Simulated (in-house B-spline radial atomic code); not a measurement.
A fraction x of an electron is added to 3p in Cl, starting from [Ne] 3s2 3p5 and keeping the highest spin. Computed with a B-spline radial code for spherical atoms: non-relativistic SCAN, spin-polarised, spherical fractional occupations, point nucleus.

```csv
x,E(x) - E(0) (eV),3p down level (eV)
0,0.0000,-8.315
0.1,-0.7856,-7.400
0.2,?,?
0.3,-2.0860,-5.615
0.4,-2.6040,-4.748
0.5,-3.0362,-3.899
0.6,-3.3845,-3.070
0.7,?,?
0.8,-3.8380,-1.480
```

Q: What belongs in the row x = 0.2?

A: An energy change of -1.4805 eV; 3p down at -6.499 eV.

Q: What belongs in the row x = 0.7?

A: An energy change of -3.6510 eV; 3p down at -2.263 eV.

Q: Check Janak's theorem between x = 0.3 and 0.4.

A: The slope of the energy is -5.18 eV; the orbital levels give -5.18 eV (ε of the filling orbital, averaged over the two points).

Q: Up to what added charge does this functional bind the extra electron?

A: The highest level rises by about 7.8 eV per electron near x = 0.8 and would reach zero near x = 0.99, so the anion should be bound or nearly so.
